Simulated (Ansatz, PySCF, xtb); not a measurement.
Complex: HF (SMILES F) (first 2 atoms) with C2H4 (SMILES C=C); geometry from B3LYP-D3(BJ)/def2-TZVP, rigid monomers moved along the line of their centres of mass till H2···C3 is 2.02 Å.
(charge 0, multiplicity 1):
```xyz
8

F     -0.234     0.856     0.585
H     -0.168     0.555     1.469
C     -0.559     0.320     3.432
C      0.483    -0.434     3.099
H     -0.436     1.339     3.777
H     -1.573    -0.058     3.381
H      0.361    -1.457     2.763
H      1.498    -0.060     3.159
```

Monomers are frozen at their geometry in the pair; levels with a basis set take the counterpoise correction. Rows marked so take none.

Frozen-core correlation. Rows in 6-31G* carry no dispersion term and start afresh at each structure (6-31G* with six Cartesian d functions). MP2/6-31G* freezes PySCF's default core.

Codes used: Ansatz (a quantum-chemistry and plane-wave program); PySCF for 6-31G* rows; xtb for the GFN methods. Each number belongs to the level named beside it.

Problem. One of these levels gives -2.04 kcal/mol for the interaction energy. Which?
A) SCS-MP2/aug-cc-pVDZ
B) GFN-FF
C) GFN2-xTB
D) MP2/6-31G* (no counterpoise)

Solution. A, SCS-MP2/aug-cc-pVDZ. The others give -0.57 (GFN-FF), -4.44 (GFN2-xTB), -3.69 (MP2/6-31G* (no counterpoise))
